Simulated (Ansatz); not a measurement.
Species: C₄H₅ClSi, SMILES `Cl[SiH]1C=CC=C1` (charge 0, multiplicity 1), formula C4H5ClSi.

How many basis functions does frozen-core CCSD(T)/cc-pVTZ // B3LYP-D3(BJ)/def2-TZVP (Ansatz, a first-principles code) use, how many core orbitals are frozen, and how many electrons are correlated?

258 basis functions and 14 frozen orbitals, which leaves 32 correlated electrons. Core time is of the order of minutes.
